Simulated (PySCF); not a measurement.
## Radial density of Sc (scandium, neutral)

UHF, [Ar] 3d3, high-spin 4F determinant (an excited configuration). All numbers are calculated (PySCF 2.14, scalar relativity by spin-free X2C-1e, in aug-cc-pVTZ-DK (8s7p5d3f2g, 93 functions)).

```
r (bohr)  4πr²ρ (e/bohr)  4πr²(ρα − ρβ)
 0.00131          0.1677         0.0000
 0.00220          0.4303         0.0000
 0.00370           1.081        -0.0001
 0.00622           2.617        -0.0002
  0.0105           5.950        -0.0005
  0.0176           12.10        -0.0011
  0.0296           20.29        -0.0019
  0.0498           24.87        -0.0031
  0.0838           20.55        -0.0063
   0.141           19.36        -0.0135
   0.237           26.34         0.0135
   0.399           14.90         0.1875
   0.671           7.092         0.5444
    1.13           8.360         0.9436
    1.90           2.501         0.9115
    3.19          0.5449         0.5023
    5.37          0.1523         0.1523
    9.03         0.01554         0.0155
    15.2       8.197e-05         0.0001
```

Densities and radii are taken from the X2C orbitals without a picture-change correction, which distorts them close to the nucleus.

(1) Where is the radial spin density 4πr²(ρα − ρβ) most negative, and why is it negative at all?

Answers

(1) Around r = 0.141 bohr, down to -0.0135 e/bohr: exchange with the open shell polarises the paired shells in an unrestricted calculation.
